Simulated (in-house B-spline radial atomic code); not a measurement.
wB97X excitations of Al II (Al+)

Method: wB97X. Computed with a B-spline radial code for spherical atoms: linear response of the closed shell [Ne] 3s2 with the functional's adiabatic kernel; non-relativistic, point nucleus, no spin-orbit coupling, no double excitations, S, P, D and F terms only.

Command:
```bash
python run_td.py task.json out
```
Settings (radii: box in bohr, nucleus in fm):
```
Z                        13
electrons                12
configuration            [Ne] 3s2
hamiltonian              nr
method                   wb97x
box_radius               41.61
intervals                54
```

Cost of the run: 0.8 s on 1 thread of Arm Neoverse N1, on a shared host.

The lowest states, in the order of their Tamm-Dancoff energies; the method's threshold (minus the highest occupied level) is 18.010 eV. Labels give the largest channel, * marks a mixed state, and oscillator strengths are full-response dipole values. Measured ¹D terms are left out, since they can mix with doubly excited terms. Semilocal kernels can invert the small singlet-triplet splittings of Rydberg terms. Energies in eV:

```csv
state,full response,Tamm-Dancoff,oscillator strength,measured (J-weighted term)
3s → 3p 3P,4.579,4.751,-,4.651
3s → 3p 1P,7.352,7.670,1.76,7.421
3s → 4s 3S,11.029,11.042,-,11.317
3s → 4s 1S,11.563,11.582,-,11.822
3s → 3d 3D,11.735,11.759,-,11.847
3s → 3d 1D,11.922,11.935,-,-
3s → 4p 3P,?,?,-,?
3s → 4p 1P,12.937,12.977,0.00292,13.257
3s → 5s 3S,14.268,14.269,-,14.890
3s → 4d 3D,14.324,14.333,-,15.062
3s → 5s 1S,14.358,14.365,-,15.048
3s → 4d 1D,14.557,14.559,-,-
3s → 4f 3F,?,?,-,?
3s → 4f 1F,14.802,14.804,-,15.308
3s → 5p 3P,14.857,14.861,-,-
3s → 5p 1P,14.951,14.966,0.000231,-
```

(1) Where does 3s → 4f 3F lie?

(2) Where does 3s → 4p 3P lie?

(3) How large is the singlet-triplet splitting of 3s → 3p (P terms) in Tamm-Dancoff?

(4) What polarisabilities and dispersion coefficient does the method give?

Answers

(1) At 14.616 eV in full response, 14.621 eV in Tamm-Dancoff; measured 15.302 eV.

(2) At 12.389 eV in full response, 12.406 eV in Tamm-Dancoff; measured 13.075 eV.

(3) 2.92 eV, from the unrounded values.

(4) Dipole 24.46 bohr³, quadrupole 122 bohr⁵, C6 124.7 hartree·bohr⁶ for two such species.
